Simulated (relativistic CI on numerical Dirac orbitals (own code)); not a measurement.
**One change at a time: Tb42+**

Base calculation: Dirac-Coulomb-Breit CI, orbitals from a KLI potential per configuration, a model potential for QED, unscaled Slater integrals.

CI space (outside the closed core [Ne]): 3s2.3p6.3d5, 3s2.3p5.3d6, 3s2.3p4.3d7, 3s.3p6.3d6, 3p6.3d7, 3s.3p5.3d7, 3s2.3p6.3d4.4s, 3s2.3p6.3d4.4p, 3s2.3p4.3d6.4s, 3s2.3p5.3d5.4s, 3s2.3p6.3d4.4f, 3p6.3d6.4s, 3s2.3p6.3d3.4s2, 3s2.3p6.3d4.5s, 3p6.3d5.4s2. Levels of other configurations are missing.

Variants: (1) valence Slater integrals scaled by 0.9; (2) QED terms removed; (3) configuration mixing switched off. Shifts of the energy above 3s2.3p6.3d5 4P_5/2, in cm⁻¹, for the lowest level and the first level of each name with at least 55 % of one term (blank where a level changes its place among those of its configuration and J or its character, or is not in the variant):

```
               Level     Base    Δ(1)   Δ(2)    Δ(3)
  3s2.3p6.3d5 4P_5/2        0       0      0       0
  3s2.3p6.3d5 2D_3/2   503750  -15942   -910   +4254
  3s2.3p6.3d5 4D_1/2   627207   -3503  -1577   -2804
 3s2.3p6.3d5 2I_13/2   629504   -7470  -1576  -16556
  3s2.3p6.3d5 2G_7/2   705227  -13039  -1556   -4252
  3s2.3p6.3d5 4F_5/2   714400  -12790  -1560    -389
  3s2.3p6.3d5 2G_9/2   820435  -22825  -1603   -2171
  3s2.3p6.3d5 2P_3/2   931163  -34190  -1547   +6878
  3s2.3p6.3d5 2P_1/2  1131633  -28034  -2225   +6183
 3s2.3p5.3d6 6F°_9/2  2620469  +22636  +1699  -20712
3s2.3p5.3d6 4H°_13/2  2674542  +13915  +1763  -21154
3s2.3p5.3d6 4I°_15/2  2737662   +6873  +1754  -23589
```

At this charge energies of transitions that change n are usually good to better than 1 %, and those within a shell (Δn = 0) to a few per cent.

Ionisation energy from the two ground configurations alone: base 3300.76 eV. The NIST ASD value (theoretical) is 3300 eV.

LS names give the leading component of a level, which can be under half, so a name can repeat, a term be missing and a line seem to break the LS rules.
